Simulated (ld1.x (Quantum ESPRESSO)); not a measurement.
indium (In): one change to an ultrasoft potential, before and after

```json
{
  "Element": "In (Z = 49)",
  "Generator": "ld1.x (Quantum ESPRESSO) 7.5",
  "Type": "ultrasoft",
  "Functional": "PBEsol",
  "Relativity": "scalar-relativistic",
  "Frozen core": "[Kr] 4d10",
  "Valence charge": "3",
  "Reference configuration": "5s1 5p2",
  "Partial waves": "5s (bound): rcut 1.65, rcutus 2.05 bohr; 5s channel at 0.2 Ry: rcut 1.65, rcutus 2.05 bohr; 5p (bound): rcut 2.35, rcutus 2.90 bohr; 5p channel at 0.4 Ry: rcut 2.35, rcutus 2.90 bohr; 5d channel at 0.5 Ry: rcut 2.30, rcutus 3.05 bohr",
  "Local potential": "all-electron potential smoothed inside 2.10 bohr (lloc = -2)",
  "Core correction": "a·sin(br)/r model core inside 1.40 bohr",
  "Augmentation charge": "built from norm-conserving waves at rcut, not smoothed further"
}
```

All-electron outer shells of the reference configuration (PBEsol, scalar-relativistic, ld1.x):

```json
{"shell": "4p", "level (eV)": "-79.70", "outermost node (bohr)": "0.42", "outermost maximum (bohr)": "0.82"}
{"shell": "4d", "level (eV)": "-20.21", "outermost node (bohr)": "0.40", "outermost maximum (bohr)": "0.94"}
{"shell": "5s", "level (eV)": "-9.25", "outermost node (bohr)": "1.02", "outermost maximum (bohr)": "2.13"}
{"shell": "5p", "level (eV)": "-3.24", "outermost node (bohr)": "1.14", "outermost maximum (bohr)": "2.78"}
```

Change: waves 5p (bound): rcut 2.35, rcutus 2.76 bohr; 5p channel at 0.4 Ry: rcut 2.35, rcutus 2.76 bohr.

Cutoffs: the cutoffs (Ry, on a coarse ladder) from which the occupation-weighted sum of valence levels, in a spherical-Bessel basis at the reference potential, stays within 10 and 1 mRy of its value at 400 Ry; they do not see the model core or the augmentation charge, which bear on the density cutoff. Errors are all-electron minus pseudo energies relative to the spin-unpolarised reference configuration.

Q: How do hardness, ghosts and transferability respond?

A: Both files are so soft that the ladder of cutoffs tells neither apart; the errors of the 7 common tests hardly move; neither file shows a bound ghost.

```tsv
quantity	base	changed
cutoff, loose	8 Ry	8 Ry
cutoff, tight	10 Ry	10 Ry
bound ghosts	none	none
error for 5s2 5p1, meV [ΔE -5.88 eV]	-25	-25
error for 5s2 5p0, meV [ΔE -0.52 eV]	-15	-15
error for 5s1 5p0, meV [ΔE 18.76 eV]	-114	-114
error for 5s0 5p3, meV [ΔE 6.14 eV]	-26	-27
error for 5s2 5p0.5, meV [ΔE -3.94 eV]	-18	-18
error for 5s1 5p1, meV [ΔE 6.14 eV]	-14	-14
error for 5s2 5p1.3, meV [ΔE -6.41 eV]	-27	-27
s: phases at 3.29 bohr within 0.05 rad from the reference energy up to (Ry; the scan ends near 5)	to the end of the scan	to the end of the scan
p: phases at 3.29 bohr within 0.05 rad from the reference energy up to (Ry; the scan ends near 5)	2.9	2.8
d: phases at 3.29 bohr within 0.05 rad from the reference energy up to (Ry; the scan ends near 5)	1.6	1.6
lowest overlap eigenvalue by channel	s 0.41, p 0.58, d 1.00	s 0.41, p 0.55, d 1.00
```
